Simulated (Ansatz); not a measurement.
Reaction (cleavage of the Sb–B bond): `N[BH][SbH2]` + `[OH][GaH2]` → `[GaH2][O][SbH2]` + `BN`

Isolated molecules relaxed with PBE0-D4/def2-TZVP in Ansatz; ΔE leaves out vibrations. CCSD(T)/CBS adds triple-zeta CCSD(T) − MP2 to the extrapolated MP2 energy (def2 sets, frozen cores). This one scheme is used for every species. Functionals use def2-TZVPP. B3LYP here is the variant with VWN-RPA as its local correlation; programs differ in this. HSE06 is defined as in plane-wave codes. def2 core potentials past Kr. For Ga, Sb outer-core shells are correlated without core-valence functions, which leaves a few kJ/mol of doubt a bond. Scalar relativity is left out up to krypton. Each species was taken in one conformer, which may not be the lowest.

`N[BH][SbH2]`:

```xyz
8

N     0.292   -1.039    0.849
B    -0.593   -0.058    0.438
Sb   -0.517    0.825   -1.630
H     1.062   -1.368    0.290
H     0.238   -1.476    1.755
H    -1.464    0.281    1.186
H    -0.156    2.380   -1.026
H     1.139    0.456   -1.863
```

`[OH][GaH2]`:

```xyz
5

O     0.393   -0.168   -1.202
Ga    0.062    0.007    0.546
H    -0.360    0.023   -1.764
H    -1.382    0.443    0.967
H     1.287   -0.305    1.453
```

`[GaH2][O][SbH2]`:

Cartesian coordinates in Å:
```
Ga -0.408 -1.421 0.049
O -0.296 -0.006 -1.034
Sb 0.562 1.732 -0.783
H 0.349 -1.322 1.415
H -1.249 -2.603 -0.524
H -0.566 2.346 0.367
H 1.608 1.274 0.510
```

`BN`:

Z-matrix (Å, degrees):
```
B
N 1 1.385
H 1 1.197 2 119.0
H 1 1.197 2 119.0 3 -180.0
H 2 1.006 1 123.2 3 -0.0
H 2 1.006 1 123.2 3 180.0
```

```
             level  ΔE (kJ/mol)  difference from CCSD(T)/CBS
            PBE-D4          9.9                          5.8
         revPBE-D4          8.1                          4.0
         r2SCAN-D4          5.1                          1.0
            B97M-V        -10.3                        -14.4
           PBE0-D4         13.2                          9.1
          B3LYP-D4         -4.1                         -8.2
        r2SCANh-D4          7.3                          3.2
        r2SCAN0-D4         10.4                          6.3
          BHLYP-D4         -5.5                         -9.6
      CAM-B3LYP-D4         -4.0                         -8.1
           ωB97X-V          0.7                         -3.4
           ωB97M-V          3.8                         -0.3
            B2PLYP         -2.0                         -6.1
          PBE-QIDH         12.0                          7.9
               PBE         10.8                          6.7
            revPBE          9.2                          5.1
              BLYP         -6.4                        -10.5
            r2SCAN          5.2                          1.1
              PBE0         14.1                         10.0
             B3LYP         -2.5                         -6.6
           r2SCANh          7.5                          3.4
           r2SCAN0         10.6                          6.5
             HSE06         14.3                         10.2
             BHLYP         -2.5                         -6.6
         CAM-B3LYP         -3.1                         -7.2
           LC-ωPBE          8.9                          4.8
RPA@PBE/def2-TZVPP         -0.1                         -4.2
       HF/def2-SVP          4.2                          0.1
      MP2/def2-SVP          8.7                          4.6
  CCSD(T)/def2-SVP         10.1                          6.0
    MP2/def2-TZVPP          7.9                          3.8
SCS-MP2/def2-TZVPP         -1.0                         -5.1
   CCSD/def2-TZVPP          6.3                          2.2
CCSD(T)/def2-TZVPP          6.5                          2.4
     HF/def2-QZVPP        -11.8                        -15.9
    MP2/def2-QZVPP          5.3                          1.2
SCS-MP2/def2-QZVPP         -2.9                         -7.0
      HF/CBS(def2)        -12.3                        -16.4
     MP2/CBS(def2)          5.5                          1.4
    CCSD/CBS(def2)          3.9                         -0.2
       CCSD(T)/CBS          4.1                            0
```

(1) What do rigid-rotor, harmonic-oscillator terms from PBE0-D4/def2-TZVP frequencies (298.15 K, 1 bar) make of the CCSD(T)/CBS value? (An estimate is asked.)

Largest T1 diagnostic among the species: 0.016.

Answers

(1) Ansatz gave: ΔZPE = -5.1 kJ/mol, ΔH = 0.0 kJ/mol, ΔS = 2 J/(mol·K), ΔG = -0.6 kJ/mol. Modes under 50 cm⁻¹ make the entropy rough.

Leaving LDA and LC-ωPBE aside and taking each functional with its dispersion term where it has one, the values, not all of them listed here, spread over 23.7 kJ/mol, from B97M-V to HSE06-D4. LDA lies +9.8 kJ/mol from PBE without D4. At CCSD(T), def2-SVP lies +6.0 kJ/mol from the extrapolated value and def2-TZVPP +2.4 kJ/mol. From PBE to PBE0 (25 % exact exchange), in def2-TZVPP and without D4, ΔE moves by +3.2 kJ/mol.
